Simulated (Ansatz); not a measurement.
Computed with Ansatz on PBE0-D4/def2-TZVP structures; ΔE is electronic, products minus reactants. CBS: MP2 limit from def2 TZ/QZ plus the TZ coupled-cluster correction, frozen cores. This one scheme is used for every species. DFT in def2-TZVPP. Each species was taken in one conformer, which may not be the lowest.

Reaction (redistribution): `B[O][AlH][BH2]` + SiH₄ → `[BH2][AlH2]` + `BO[SiH3]`

```tsv
species	BLYP energy (Eh)
`B[O][AlH][BH2]`	-370.40366
SiH₄	-291.87502
`[BH2][AlH2]`	-269.60557
`BO[SiH3]`	-392.64717
```

(1) Work out ΔE.

(2) What do rigid-rotor, harmonic-oscillator terms from PBE0-D4/def2-TZVP frequencies (298.15 K, 1 bar) make of the CCSD(T)/CBS value? (An estimate is asked.)

Largest T1 diagnostic among the species: 0.014.

## Answers

(1) ΔE = (-269.60557) + (-392.64717) − (-370.40366) − (-291.87502) = 0.02594 Eh = +16.3 kcal/mol. CCSD(T)/CBS gives +14.9 kcal/mol.

(2) Ansatz gave: ΔZPE = 0.0 kcal/mol, ΔH = +14.4 kcal/mol, ΔS = 5 J/(mol·K), ΔG = +14.0 kcal/mol.

Leaving LDA and LC-ωPBE aside and taking each functional with its dispersion term where it has one, the values, not all of them listed here, spread over 2.6 kcal/mol, from B97M-V to BLYP-D4. At CCSD(T), def2-SVP lies +3.0 kcal/mol from the extrapolated value and def2-TZVPP +0.3 kcal/mol. In def2-TZVPP, CCSD(T) changes the Hartree–Fock value by +1.3 kcal/mol (the triples alone add +0.1 kcal/mol) and MP2 by +1.6 kcal/mol.
